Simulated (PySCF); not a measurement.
# Radial density of O(2+) (oxygen, charge +2)

UHF, [He] 2s2 2p2, high-spin 3P determinant. All numbers are calculated (PySCF 2.14, scalar relativity by spin-free X2C-1e, in cc-pVDZ-DK).

```tsv
r (bohr)	4πr²ρ (e/bohr)	4πr²(ρα − ρβ)
0.00418	0.06755	0.0001
0.00704	0.1818	0.0002
0.0118	0.4681	0.0005
0.0199	1.155	0.0013
0.0335	2.616	0.0034
0.0563	5.143	0.0092
0.0947	7.920	0.0308
0.159	8.205	0.1331
0.268	4.734	0.5097
0.451	2.750	1.3247
0.758	3.965	1.9615
1.28	2.337	1.0771
2.15	0.2627	0.1029
3.61	0.006464	0.0043
```

Densities and radii are taken from the X2C orbitals without a picture-change correction, which distorts them close to the nucleus.
